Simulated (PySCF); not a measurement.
PySCF input file for Br₂Hf, SMILES [Br][Hf][Br], multiplicity 1, IEF-PCM-M06-2X/def2-SVP. Coordinates come from a PBE-D3(BJ)/def2-SVP optimisation. The spin state was assumed, not searched. The def2 effective core potentials stand for the cores of Hf; spin–orbit coupling is left out.

```python
import numpy as np
from pyscf import gto, scf, dft
from pyscf.solvent import pcm

mol = gto.M(
    atom='''
    Hf   -0.00000000    0.00000000   -0.28325233
    Br    0.00000000    2.41246878    0.29134525
    Br    0.00000000   -2.41246878    0.29134525
    ''',
    basis='def2-SVP',
    ecp={'Hf': 'def2-svp'},
    charge=0,
    spin=0,
    max_memory=1600,
    verbose=3,
)
mf = dft.RKS(mol, xc='m06-2x').density_fit(auxbasis='def2-universal-jkfit')
mf.grids.level = 4
mf.conv_tol = 1e-9
mf.max_cycle = 100
mf.kernel()
res = {}
for name, eps in {'water': 78.355, 'acetone': 20.493, 'toluene': 2.3741}.items():
    s = mf.PCM()
    s.with_solvent.method, s.with_solvent.eps, s.with_solvent.lebedev_order = 'IEF-PCM', eps, 29
    s.kernel(mf.make_rdm1())
    res[name] = (s.e_tot, eps, s.dip_moment(), s.mo_energy, s.converged)
    print(f'{name}: electrostatic solvation free energy {(s.e_tot - mf.e_tot) * 627.509474:.3f} kcal/mol')
```

Log of the run:

```
converged SCF energy = -5195.77348402505

WARN: PCM is an experimental feature. It is still in testing.
Features and APIs may be changed in the future.

converged SCF energy = -5195.78261848665
Dipole moment(X, Y, Z, Debye):  0.00000, -0.00000, -1.70697
water: electrostatic solvation free energy -5.732 kcal/mol

WARN: PCM is an experimental feature. It is still in testing.
Features and APIs may be changed in the future.

converged SCF energy = -5195.7820571157
Dipole moment(X, Y, Z, Debye): -0.00000, -0.00000, -1.63223
acetone: electrostatic solvation free energy -5.380 kcal/mol

WARN: PCM is an experimental feature. It is still in testing.
Features and APIs may be changed in the future.

converged SCF energy = -5195.77763598429
Dipole moment(X, Y, Z, Debye): -0.00000, -0.00000, -1.13373
toluene: electrostatic solvation free energy -2.605 kcal/mol
```

The calculation finished and met its thresholds.
